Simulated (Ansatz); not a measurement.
# Ligand exchange: SiH(CH3)(OH)2 + B(SiH3)3 → SiH(OH)2(SiH3) + B(CH3)(SiH3)2

Species: SiH(CH3)(OH)2, singlet; B(SiH3)3, singlet; SiH(OH)2(SiH3), singlet; B(CH3)(SiH3)2, singlet. The partners trade CH3 for SiH3: Si–CH3 and B–SiH3 bonds give way to Si–SiH3 and B–CH3.

Shapes, held fixed at every level: PBE0-D4/def2-TZVP. Flexible molecules stand in one conformer, not always the lowest. Programs: Ansatz 0.2.0. The zero-point and thermal change to 298 K, harmonic and unscaled (PBE0-D4/def2-TZVP), is -0.5 kJ/mol.

```tsv
level	kind	ΔH(298 K) (kJ/mol)	less CCSD(T)/CBS estimate	CPU time (sum over the molecules)
BHLYP-D4/def2-TZVPP	global hybrid	+11.9	-1.7	33 s
wB97M-V/def2-TZVPP	range-separated hybrid	+12.9	-0.7	1.9 min
wB97X-V/def2-TZVPP	range-separated hybrid	+9.0	-4.6	84 s
B2PLYP/def2-TZVPP	double hybrid	+9.6	-4.0	59 s
CCSD/def2-SVP	coupled cluster or CI	+10.1	-3.5	–
CCSD(T)/def2-TZVPP	coupled cluster or CI	+13.5	-0.1	10 min
CCSD/def2-TZVPP	coupled cluster or CI	+13.8	+0.2	–
CCSD(T)/CBS estimate	coupled cluster or CI	+13.6	0.0	14 min
```

The highest level, CCSD(T)/CBS estimate, gives ΔH(298 K) = +13.6 kJ/mol; the levels span +9.0 to +13.8. The column of differences is taken from that level and isn't an error. No measured value is set beside it here. The CBS estimate extrapolates MP2 from def2-TZVPP and def2-QZVPP and adds CCSD(T) − MP2 in the triple-zeta set, cores frozen. Times are processor times on shared x86 and Arm servers, and rough.
